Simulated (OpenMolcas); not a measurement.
Ag4+ (d7) among equal point charges was computed by CASSCF with the d shell active (OpenMolcas, ANO-RCC-VTZP on the metal). Its lowest spin-free states, and all those of the highest spin:

| 2S+1 | Degeneracy | E (cm-1) |
| --- | --- | --- |
| 4 | 1 | 0.0 |
| 4 | 3 | 3326 |
| 4 | 3 | 5867 |
| 2 | 2 | 19679 |
| 2 | 3 | 20132 |
| 4 | 3 | 20409 |
| 2 | 1 | 20969 |
| 2 | 3 | 21820 |
| 2 | 3 | 25491 |
| 2 | 3 | 25851 |
| 2 | 2 | 27371 |
| 2 | 3 | 27987 |

Problem. Is the site octahedral, tetrahedral or cube-like, axial, or of lower symmetry?

Solution. The states with 2S+1 = 4 have orbital degeneracies 1, 3, 3, 3. Threefold states need a cubic site. For d7 at this spin an octahedron puts the threefold T1 below the threefold T2 and a tetrahedron or cube puts the single A2 below the threefold T2, so the site is a tetrahedron or a cube, which this pattern cannot tell apart. The first gap at this spin, 3330 cm-1, is |10Dq| in ligand-field theory. The run had Ag4+ among 4 point charges of -2.5 e arranged as a tetrahedron (Td), 1.83 Å from the ion.

Without dynamic correlation the repulsion within the d shell is too large (B by tens of per cent), so at a given field states of lower spin stand too high. Point charges carry no covalency, so the field is a model and not that of real ligands. No measured value stands beside these numbers.
